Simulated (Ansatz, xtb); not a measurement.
# Relative energy of two isomers of B2FH5Si

We compare a, `F[B+][BH2-][SiH3]`, a singlet, with b, `BB[SiH2]F`, a singlet. Both are isolated molecules in the gas phase, relaxed with B3LYP-D3(BJ)/6-311G**; the shapes shown needn't be the lowest conformers.

a (Å):

```xyz
9

B    -0.4951    1.7650    0.3109
B     0.3259    0.5624    0.8617
F    -1.0998    2.8190   -0.0406
Si    1.3658    1.5233    2.3559
H    -0.3855   -0.2563    1.3808
H     1.1262    0.1682    0.0556
H     2.2399    2.6201    1.8509
H     0.4807    2.1257    3.3931
H     2.2363    0.5222    3.0280
```

b (Å):

```xyz
9

B     0.1429   -0.5297   -0.6853
B     1.2764   -1.5758   -0.2039
F    -1.5070    1.9897   -0.4107
Si   -0.3266    1.1427    0.3300
H    -0.4717   -0.7239   -1.6936
H     2.4205   -1.4633   -0.5341
H     1.0223   -2.4955    0.5176
H     0.8587    2.0327    0.4372
H    -0.8119    0.8017    1.6926
```

Problem. Estimate which is lower in electronic energy at CCSD(T)/def2-TZVP, and by roughly how much.

Solution. The CCSD(T)/def2-TZVP calculation puts structure a lower, by 3.1 kcal/mol.

The same difference at several levels:

```
                level               geometry  E(b) − E(a) (kcal/mol)  departure from the last row (kcal/mol)  job, with rough time for the two
B3LYP-D3(BJ)/6-311G**  B3LYP-D3(BJ)/6-311G**                      +6.3                                    +3.2                optimisation, 58 s
         HF/def2-TZVP  B3LYP-D3(BJ)/6-311G**                     −11.0                                   −14.0           part of the CCSD(T) run
        MP2/def2-TZVP  B3LYP-D3(BJ)/6-311G**                      +4.4                                    +1.3           part of the CCSD(T) run
    CCSD(T)/def2-TZVP  B3LYP-D3(BJ)/6-311G**                      +3.1                                                        single point, 46 s
```

As drawn, b has 1 F–Si, 1 B–H in place of 1 B–F, 1 Si–H.

HF/def2-TZVP puts the two in the other order. The largest departure from CCSD(T)/def2-TZVP is that of HF/def2-TZVP, 14.0 kcal/mol. Levels run at GFN2-xTB geometries aren't shown.

With harmonic frequencies from B3LYP-D3(BJ)/6-311G** (ideal gas, rigid rotor, one conformer each, 298.15 K, 1 atm): on the last row, ΔE + ΔZPE = +2.9 kcal/mol. A mode under 50 cm⁻¹ makes harmonic enthalpies and free energies unreliable, so none is given.

The correlated steps freeze 8 core orbitals. Codes used: Ansatz 0.2.0; the last row on 2 threads of Arm Neoverse V1 on a shared host.
